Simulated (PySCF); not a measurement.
Static response to an electric field

Compound: C4H7N3S.
Structure used (GFN2-xTB), in Å, numbered top down from 1:
```xyz
15
C4H7N3S angstrom
C      2.6265   -0.2379   -0.0832
S      1.1996    0.7466   -0.6156
C     -0.0816   -0.1680    0.1295
C     -0.1301   -1.3120    0.9083
N     -1.4177   -1.5513    1.1974
N     -2.1552   -0.6535    0.6632
N     -1.3801    0.2044    0.0064
C     -1.9065    1.3300   -0.7029
H      2.5368   -1.2464   -0.4755
H      2.6769   -0.2450    1.0014
H      3.5047    0.2483   -0.4962
H      0.6549   -1.9468    1.2602
H     -2.9876    1.3159   -0.5843
H     -1.4985    2.2575   -0.2971
H     -1.6464    1.2663   -1.7610
```

Level: CAM-B3LYP/def2-SVPD (PySCF), static field, nuclei fixed, core orbitals frozen in the response. The polarisability tensor in these axes (au):

```
x   108.00  -0.53  -4.40
y    -0.53  83.15 -16.03
z    -4.40 -16.03  70.67
```

Give the principal values, the mean and the anisotropy Δα = √{½[(α1 − α2)² + (α2 − α3)² + (α1 − α3)²]}.

Principal values 59.39, 93.83 and 108.61 au; mean 87.28 au = 12.93 Å³ = 14.39 × 10⁻⁴⁰ C²·m²/J; Δα = 43.74 au (50 % of the mean).

What is the dipole moment, and where does it point?

(3.41, 2.29, -1.88) D, 4.51 D in size, pointing from the negative to the positive side. Measured along this direction, the outermost atoms are N5 at the negative end and H11 at the positive end.

What depolarisation ratio follows for Rayleigh scattering of linearly polarised light, taking the static tensor?

ρ = 3Δα²/(45ᾱ² + 4Δα²) = 5739.0/(342765 + 7652.0) = 0.0164.

Directions of the eigenvectors, and the extent of the frame along each?

Largest value along (0.99, 0.07, -0.14), where the nuclei span 6.32 Å; middle along (-0.14, 0.83, -0.55), 4.62 Å; least along (0.08, 0.56, 0.83), 1.79 Å. The response follows the extents in order.

How large is μ²/3kT at 500 K beside α?

In Gaussian units μ²/3kT = 98.34 Å³ against 12.93 Å³, a ratio of 7.60; the Debye molar polarisation (4π/3)N_A(α + μ²/3kT) is 280.7 cm³/mol, leaving out the vibrational part.

Find the Langevin capture rate constant for O2+ (31.990 u) meeting this molecule (129.036 u), k = 2.342 × 10⁻⁹ cm³/s × √(α in Å³ / reduced mass in u).

The reduced mass is 25.63 u, so k = 1.66 × 10⁻⁹ cm³/s. The formula leaves out the permanent dipole, which adds to the capture rate.

Isolated species at its GFN2-xTB geometry (one conformer only).
